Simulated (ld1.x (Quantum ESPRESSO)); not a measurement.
**carbon: variants of one TM potential**

Base potential:

carbon (C), norm-conserving Troullier–Martins (Kleinman–Bylander form), made with ld1.x (Quantum ESPRESSO) 7.5 (LDA (PZ), scalar-relativistic). Core [He], reference 2s2 2p0 (charge +2). Waves: 2p (bound, empty): rc 2.60 bohr; 3d channel at 0.15 Ry: rc 2.55 bohr; 2s (bound): rc 0.90 bohr. Local part: the s channel. Core correction: a·sin(br)/r model core, default radius (core density twice the valence density).

All-electron outer shells of the reference configuration (LDA (PZ), scalar-relativistic, ld1.x):

```
shell  level (eV)  outermost node (bohr)  outermost maximum (bohr)
   2s      -40.17                   0.38                      1.13
   2p      -31.85                      –                      1.01
```

Cutoffs, loose and tight: the cutoffs (Ry, on a coarse ladder) from which the occupation-weighted sum of valence levels, in a spherical-Bessel basis at the reference potential, stays within 10 and 1 mRy of its value at 400 Ry. They do not see the model core or the augmentation charge, which bear on the density cutoff. Test errors are all-electron minus pseudo excitation energies from the reference, over the configurations 2s2 2p2; 2s2 2p1; 2s1 2p0; 2s2 2p1.5; 2s1 2p3; 2s0 2p4; 2s2 2p2.3 (two spin-polarised tests are not counted in the largest error). A dash means not determined; rows that change the core or the reference have their own tests. The largest error is taken over the tests solved by every variant that gives reliable tests at all: 2s1 2p0; 2s2 2p1; 2s2 2p1.5.

A true bound ghost makes a file unfit for plane-wave use even where its test errors are small: the radial tests pick states by their node count and pass the ghost by.

The default core radius of the base comes out at 0.58 bohr.

| change | outcome | cutoff, loose | cutoff, tight | bound ghosts | largest test error (meV) |
| --- | --- | --- | --- | --- | --- |
| base | generated | 70 Ry | 120 Ry | none | +503 |
| core correction a·sin(br)/r model core inside 0.82 bohr | generated | 70 Ry | 120 Ry | none | +511 |
| wave 3d channel at 0.15 Ry: rc 2.55 bohr becomes 3d channel at 0.64 Ry: rc 2.55 bohr | generated | 70 Ry | 120 Ry | none | +503 |
| wave 3d channel at 0.15 Ry: rc 2.55 bohr becomes 3d channel at 0.15 Ry: rc 2.88 bohr | generated | 70 Ry | 120 Ry | none | +503 |
| wave 2s (bound): rc 0.90 bohr becomes 2s (bound): rc 1.08 bohr | generated | 40 Ry | 100 Ry | none | +502 |
| all radii but the core radius scaled by about 1.42 (s 1.28, p 3.70, d 3.62 bohr) | generated | 35 Ry | 80 Ry | none | +1483 |
| type RRKJ; local potential the p channel | generated | 40 Ry | 90 Ry | d | +402 |

Problem. What comes out with this change to the base: functional PBE?

Solution. outcome: generated; cutoff, loose: 70 Ry; cutoff, tight: 110 Ry; bound ghosts: none; largest test error (meV): +526.

Problem. What comes out with this change to the base: wave 2p (bound): rc 2.60 bohr becomes 2p (bound): rc 2.22 bohr?

Solution. outcome: generated; cutoff, loose: 70 Ry; cutoff, tight: 120 Ry; bound ghosts: none; largest test error (meV): +293.
